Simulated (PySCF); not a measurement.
Two-component Hartree-Fock for Sc¹⁹⁺ (scandium, charge +19)

Start: 1s2. Calculated with PySCF 2.14 in an even-tempered Gaussian basis (15 s from 19 bohr⁻², ratio 2.4; 9 p from 24 bohr⁻², ratio 2.4; 3 d from 77 bohr⁻², ratio 2.6; 3 f from 120 bohr⁻², ratio 2.6): generalised Hartree-Fock with the X2C-1e Hamiltonian and a Gaussian nucleus; one run each with spin-orbit coupling (SO) switched off, then screened by Boettger's factors, then bare.

```csv
spinor shell,electrons,"ε, spin-free (eV)","ε, screened SO (eV)","ε, bare SO (eV)",weight of nominal j (screened SO),"rms radius, screened SO (bohr)"
1s1/2,2,-5678.5,-5678.5,-5678.5,1.000,0.0833
```

```json
{"quantity": "E (hartree)", "spin-free": "-430.43256", "screened SO": "-430.43256", "bare SO": "-430.43256"}
{"quantity": "M_J", "spin-free": "0", "screened SO": "0", "bare SO": "0"}
{"quantity": "⟨J²⟩", "spin-free": "0.000", "screened SO": "0.000", "bare SO": "0.000"}
{"quantity": "⟨L²⟩", "spin-free": "0.000", "screened SO": "0.000", "bare SO": "0.000"}
{"quantity": "⟨S²⟩", "spin-free": "0.000", "screened SO": "0.000", "bare SO": "0.000"}
```

Without spin-orbit coupling the j labels of p, d and f shells carry no meaning; the spin-free column gives the mean over the occupied spinors of each nl shell.
